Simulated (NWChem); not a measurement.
System: aminoborane (BNH$_{4}$); SMILES BN

Here is an NWChem input.

```
start job
memory heap 200 mb stack 900 mb global 1100 mb
geometry units angstroms noautosym nocenter noautoz
  B      0.000000     0.000000     0.775963
  N      0.000000     0.000000    -0.616822
  H      0.000000    -1.047360     1.355678
  H      0.000000     1.047360     1.355678
  H      0.000000     0.844686    -1.172770
  H      0.000000    -0.844686    -1.172770
end
basis spherical
  * library 6-31g*
end
dft
  xc b3lyp
  iterations 150
end
property
  shielding 4 1 2 3 5
end
task dft property
```

NWChem printed, in part:

```
             Northwest Computational Chemistry Package (NWChem) 7.3.0
             --------------------------------------------------------

                             Geometry "geometry" -> ""
                             -------------------------

 Output coordinates in angstroms (scale by  1.889725989 to convert to a.u.)

  No.       Tag          Charge          X              Y              Z
 ---- ---------------- ---------- -------------- -------------- --------------
    1 B                    5.0000     0.00000000     0.00000000     0.77596300
    2 N                    7.0000     0.00000000     0.00000000    -0.61682200
    3 H                    1.0000     0.00000000    -1.04736000     1.35567800
    4 H                    1.0000     0.00000000     1.04736000     1.35567800
    5 H                    1.0000     0.00000000     0.84468600    -1.17277000
    6 H                    1.0000     0.00000000    -0.84468600    -1.17277000

 Effective nuclear repulsion energy (a.u.)      32.1717341323

                              NWChem Property Module
                              ----------------------

  itol2e modified to match energy
  convergence criterion.

                                 NWChem DFT Module
                                 -----------------

 Summary of "ao basis" -> "ao basis" (spherical)
 ------------------------------------------------------------------------------
       Tag                 Description            Shells   Functions and Types
 ---------------- ------------------------------  ------  ---------------------
 B                           6-31g*                  6       14   3s2p1d
 N                           6-31g*                  6       14   3s2p1d
 H                           6-31g*                  2        2   2s

  itol2e modified to match energy
  convergence criterion.

            General Information
            -------------------
          SCF calculation type: DFT
          Wavefunction type:  closed shell.
          No. of atoms     :     6
          No. of electrons :    16
           Alpha electrons :     8
            Beta electrons :     8
          Charge           :     0
          Spin multiplicity:     1
          Use of symmetry is: off; symmetry adaption is: off
          Maximum number of iterations: 150
          AO basis - number of functions:    36
                     number of shells:    20
          Convergence on energy requested:  1.00D-07
          Convergence on density requested:  1.00D-05
          Convergence on gradient requested:  5.00D-04

              XC Information
              --------------
                         B3LYP Method XC Potential
                     Hartree-Fock (Exact) Exchange  0.200
                        Slater Exchange Functional  0.800 local
                    Becke 1988 Exchange Functional  0.720 non-local
              Lee-Yang-Parr Correlation Functional  0.810
                  VWN I RPA Correlation Functional  0.190 local

             Grid Information
             ----------------
          Grid used for XC integration:  fine
          Radial quadrature: Mura-Knowles
          Angular quadrature: Lebedev.
          Tag              B.-S. Rad. Rad. Pts. Rad. Cut. Ang. Pts.
          ---              ---------- --------- --------- ---------
          B                   0.85       70           7.0       590
          N                   0.65       70           7.0       590
          H                   0.35       60           9.0       590
          Grid pruning is: on
          Number of quadrature shells:   380
          Spatial weights used:  Erf1

      Superposition of Atomic Density Guess
      -------------------------------------

 Sum of atomic energies:         -80.81275690

      Non-variational initial energy
      ------------------------------

 Total energy =     -81.768215
 1-e energy   =    -171.195740
 2-e energy   =      57.255791
 HOMO         =      -0.378243
 LUMO         =       0.043450

   convergence    iter        energy       DeltaE   RMS-Dens  Diis-err
 ---------------- ----- ----------------- --------- --------- ---------
 d= 0,ls=0.0,diis     1    -82.0086833070 -1.14D+02  1.34D-02  2.19D-01
 d= 0,ls=0.0,diis     2    -82.0196805070 -1.10D-02  7.16D-03  1.63D-01
 d= 0,ls=0.0,diis     3    -82.0341714464 -1.45D-02  2.42D-03  3.15D-02
 d= 0,ls=0.0,diis     4    -82.0377526191 -3.58D-03  1.42D-04  9.15D-05
 d= 0,ls=0.0,diis     5    -82.0377626675 -1.00D-05  3.63D-05  1.68D-06
 d= 0,ls=0.0,diis     6    -82.0377628508 -1.83D-07  1.21D-05  3.37D-07
 d= 0,ls=0.0,diis     7    -82.0377629060 -5.52D-08  4.88D-07  5.10D-10

         Total DFT energy =      -82.037762905967
      One electron energy =     -173.270833794499
           Coulomb energy =       71.559041969608
    Exchange-Corr. energy =      -12.497705213385
 Nuclear repulsion energy =       32.171734132309

 Numeric. integr. density =       16.000000041793

                       DFT Final Molecular Orbital Analysis
                       ------------------------------------

 Vector    6  Occ=2.000000D+00  E=-3.848115D-01
              MO Center= -6.2D-11,  3.3D-10,  8.7D-01, r^2= 1.8D+00
   Bfn.  Coefficient  Atom+Function         Bfn.  Coefficient  Atom+Function
  ----- ------------  ---------------      ----- ------------  ---------------
     5      0.356173  1 B  pz                19     -0.298469  2 N  pz
    29      0.185348  3 H  s                 31      0.185348  4 H  s
    30      0.176016  3 H  s                 32      0.176016  4 H  s
     6      0.144184  1 B  s                  2      0.132960  1 B  s
    23     -0.132560  2 N  pz                20     -0.110315  2 N  s

[...]

          -----------------------------------------
          Chemical Shielding Tensors (GIAO, in ppm)
          -----------------------------------------

                                NWChem CPHF Module
                                ------------------

  scftype          =     RHF
  nclosed          =        8
  nopen            =        0
  variables        =      224
  # of vectors     =        3
  tolerance        = 0.10D-03
  level shift      = 0.00D+00
  max iterations   =       50
  max subspace     =       30

 SCF residual:    3.4578081713599054E-006

Iterative solution of linear equations
  No. of variables      224
  No. of equations        3
  Maximum subspace       30
        Iterations       50
       Convergence  1.0D-04

   iter   nsub   residual    time
   ----  ------  --------  ---------
     1      3    5.80D-01       4.5
     2      6    9.73D-03       5.0
     3      9    4.31D-04       5.5
     4     12    2.09D-05       6.1

      Atom:    1  B
        Diamagnetic
    191.1800     -0.0000     -0.0000
     -0.0000    199.3022     -0.0000
     -0.0000     -0.0000    207.0390

        Paramagnetic
    -58.9490      0.0000      0.0000
      0.0000   -150.8188      0.0000
      0.0000      0.0000   -150.9893

        Total Shielding Tensor
    132.2310      0.0000      0.0000
      0.0000     48.4834      0.0000
      0.0000      0.0000     56.0497

           isotropic =      78.9214
          anisotropy =      79.9644

          Principal Components and Axis System
                 1           2           3
              132.2310     56.0497     48.4834

      1         1.0000     -0.0000     -0.0000
      2         0.0000      0.0000      1.0000
      3         0.0000      1.0000     -0.0000

      Atom:    2  N
        Diamagnetic
    302.7519     -0.0000      0.0000
     -0.0000    320.6639     -0.0000
      0.0000     -0.0000    331.4191

        Paramagnetic
    -77.0798      0.0000      0.0000
      0.0000   -260.9553     -0.0000
      0.0000     -0.0000   -145.2411

        Total Shielding Tensor
    225.6721      0.0000      0.0000
      0.0000     59.7086     -0.0000
      0.0000     -0.0000    186.1781

           isotropic =     157.1863
          anisotropy =     102.7288

          Principal Components and Axis System
                 1           2           3
              225.6721    186.1781     59.7086

      1         1.0000     -0.0000     -0.0000
      2         0.0000     -0.0000      1.0000
      3         0.0000      1.0000      0.0000

      Atom:    3  H
        Diamagnetic
     26.5523     -0.0000      0.0000
     -0.0000     34.2752     -4.9800
      0.0000     -4.9800     31.2152

        Paramagnetic
      1.2945      0.0000     -0.0000
      0.0000     -8.7426      4.8032
     -0.0000      4.8032     -2.9352

        Total Shielding Tensor
     27.8468      0.0000     -0.0000
      0.0000     25.5326     -0.1768
     -0.0000     -0.1768     28.2800

           isotropic =      27.2198
          anisotropy =       1.6072

          Principal Components and Axis System
                 1           2           3
               28.2913     27.8468     25.5213

      1        -0.0000      1.0000     -0.0000
      2        -0.0640      0.0000      0.9980
      3         0.9980      0.0000      0.0640

      Atom:    4  H
        Diamagnetic
     20.9589     -0.0000      0.0000
     -0.0000     35.7857     -9.6792
      0.0000     -9.6792     31.5032

        Paramagnetic
      3.6632      0.0000     -0.0000
      0.0000     -6.0542      5.5681
     -0.0000      5.5681     -1.1510

        Total Shielding Tensor
     24.6222     -0.0000      0.0000
     -0.0000     29.7315     -4.1111
      0.0000     -4.1111     30.3522

           isotropic =      28.2353
          anisotropy =       8.8941

          Principal Components and Axis System
                 1           2           3
               34.1647     25.9190     24.6222

      1         0.0000     -0.0000      1.0000
      2        -0.6800      0.7332      0.0000
      3         0.7332      0.6800      0.0000
```

Level: B3LYP/6-31G* (spherical d), GIAO. Structure relaxed at the B3LYP/6-31G* (spherical d) level. The output numbers the shielded atoms by their place in the input's list. The printed shielding anisotropy is the first printed principal value minus the mean of the other two.
